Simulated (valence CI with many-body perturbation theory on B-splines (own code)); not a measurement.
Questions on Re XLIII

Computed by configuration interaction combined with many-body perturbation theory (CI+MBPT): five valence electrons over a frozen Dirac-Fock core [Ar] 3d10, a basis of 9 s, 9 p, 8 d, 6 f, 3 g, 1 h functions for each j, with the one-electron correlation potential Σ1 (screened to all orders), the two-electron term Σ2, the three-electron term Σ3, Breit, model QED; selected single and double excitations, second order for the rest, scaled by the run's own slope (own B-spline code, finite nucleus).

No measured spectrum was set against this ion. As an estimate, large intervals hold to a few tenths of a per cent, small ones and those within an open d or f shell to about a per cent. Among the levels kept, up to 690 cm⁻¹ of a level comes from second order outside the variational space, and about a tenth of that is noise between levels of different J, which matters for small intervals.

Levels are named by their leading jj configuration (3d3/2^4 stands for four electrons in 3d with j = 3/2), which in mixed levels can hold well under half, so a name can repeat and another be missing.

Rates and lifetimes use the calculated energies. Strong lines usually hold to 10 to 20 %, long lifetimes can be off by a factor of two.

(1) What is the ground level?

(2) Where does the other parity begin?

(3) How well does LS coupling describe the low levels?

(4) Among levels below 2954900 cm⁻¹, which E1 lines absorb most strongly from the ground level?

(5) What is the ionisation energy?

Answers

(1) (4s^2 4p1/2^2 4p3/2) J=3/2, composition 47 % 4s2 4p3 2P° + 26 % 4s2 4p3 2D° + 26 % 4s2 4p3 4S°, g = 1.362.

(2) At (4s^2 4p1/2^2 4d3/2) J=3/2, 1269800 cm⁻¹.

(3) Among the lowest 20 levels the leading LS term, summed over configurations, holds 52 % on average. For single configurations the figures are 50 % in LS and 92 % in jj coupling. Terms mix most in the J = 5/2 level at 1476100 cm⁻¹, where the leading one holds 30 %.

(4) to (4s^2 4p1/2 4p3/2 4d3/2) J=5/2 at 4.536 nm, f = 0.748; to (4s^2 4p1/2 4p3/2 4d3/2) J=3/2 at 4.514 nm, f = 0.641; to (4s 4p1/2^2 4p3/2^2) J=3/2 at 5.790 nm, f = 0.263.

(5) 2082.5 eV; NIST lists 2080 ± 4 eV (theoretical).
